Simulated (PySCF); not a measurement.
## Highest orbital energy against ionisation energy along the third row

Calculated with PySCF 2.14, no spin-orbit coupling. Each cell gives −ε(HOMO) / ΔSCF in eV; NIST values include spin-orbit coupling, (s) semi-empirical, (t) theoretical.

| species | UHF | LDA | PBE | PBE0 | r2SCAN | NIST (lowest levels) |
| --- | --- | --- | --- | --- | --- | --- |
| Mg⁺ (x2c-QZVPPall, spin-free X2C) | 14.760 / 14.745 | 12.002 / 15.377 | 11.913 / 15.360 | 12.724 / 15.255 | 12.056 / 15.039 | 15.035 |
| Al⁺ (x2c-QZVPPall, spin-free X2C) | 17.781 / 17.551 | 14.917 / 18.929 | 14.808 / 18.790 | 15.764 / 18.684 | 14.962 / 18.410 | 18.829 |
| Si⁺ (x2c-QZVPPall, spin-free X2C) | 16.211 / 15.835 | 12.070 / 16.359 | 12.190 / 16.400 | 13.332 / 16.425 | 12.563 / 16.526 | 16.346 |
| P⁺ (x2c-QZVPPall, spin-free X2C) | 19.722 / 19.156 | 14.907 / 19.811 | 14.972 / 19.770 | 16.320 / 19.808 | 15.402 / 19.937 | 19.769 (s) |
| S⁺ (x2c-QZVPPall, spin-free X2C) | 23.454 / 22.711 | 17.880 / 23.392 | 17.907 / 23.301 | 19.477 / 23.369 | 18.452 / 23.495 | 23.338 |
| Cl⁺ (x2c-QZVPPall, spin-free X2C) | 23.641 / 22.577 | 18.332 / 23.964 | 18.353 / 23.828 | 19.935 / 23.823 | 18.715 / 23.797 | 23.814 |
| Ar⁺ (x2c-QZVPPall, spin-free X2C) | 27.617 / 26.354 | 21.583 / 27.814 | 21.530 / 27.576 | 23.324 / 27.590 | 21.970 / 27.646 | 27.630 |

How far is −ε(HOMO) from ΔSCF on average for each method, and why?

UHF 0.61 eV; LDA -4.85 eV; PBE -4.76 eV; PBE0 -3.44 eV; r2SCAN -4.39 eV. Hartree-Fock orbital energies lack relaxation and so exceed the ΔSCF value; semilocal functionals have convex E(N) from self-interaction, so their HOMO lies far too high; exact exchange moves hybrids part of the way back.
